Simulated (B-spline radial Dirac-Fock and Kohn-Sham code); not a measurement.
Z = 37 (rubidium), transition energy 12.1 keV. These are calculated numbers from a radial finite-basis atomic code; the model is a Dirac-Hartree-Slater potential of the neutral atom with a Latter tail (no hole, which puts coefficients of high multipoles low close above an edge), finite nucleus with surface currents. The K shell is not open to conversion at this energy. Subshells that would emit electrons below 1 keV are left out.

**Question.** A pure transition shows α(L) = 4.28e+07, L1/L2 = 7.32 and L1/L3 = 0.112. What is its multipolarity?
A. M4
B. M1
C. M2
D. E2
E. E1
F. E3
G. M3
H. E4

**Answer.** A. For comparison, α(L), L1/L2, L1/L3 are E1 4.62, 2.66, 1.50; E2 2150, 0.0216, 0.0126; E3 533000, 0.00284, 0.00167; E4 6.57e+07, 0.00846, 0.00501; M1 7.01, 12.8, 38.3; M2 1470, 12.5, 2.15; M3 313000, 9.54, 0.292.
